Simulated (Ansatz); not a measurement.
The cluster Cu₂H₃, relaxed as a doublet with UKS PBE-D4/def2-TZVP in Ansatz, starting from the GFN1-xTB geometry. Force threshold 0.02 eV/Å.

The structure comes from a short search, and lower isomers may exist.

Start:

Cartesian coordinates in Å:
```
Cu 0.582 -0.545 0.828
Cu -0.492 0.899 -0.521
H 0.795 -1.977 0.617
H -1.129 0.612 -1.809
H 0.244 1.011 0.885
```

Task: Estimate the energy that the relaxation releases and the steps that it takes.

Result: 2.2 kcal/mol, in 4 steps; 6 s on 4 threads of Arm Neoverse V2 on a shared host. No frequencies were taken in this run, so the end may be a saddle point.

Task: Does the start keep its bonding and symmetry?

Result: By distances, no bond broke or formed. The bond that changes most is Cu2–H5, from 1.59 to 1.65 Å (atoms count from 1). Point group C2v at the start, C2v at the end, both within 0.05 Å.

Task: Predict the relaxed structure.

Result: 
Cartesian coordinates in Å:
```
Cu 0.6018 -0.6019 0.8471
Cu -0.5255 0.9150 -0.5733
H 0.8890 -2.0763 0.7441
H -1.2120 0.7508 -1.9032
H 0.2468 1.0125 0.8854
```
Bond lengths (bridged metal pairs left out): 4 × Cu–H 1.51 to 1.65 Å.
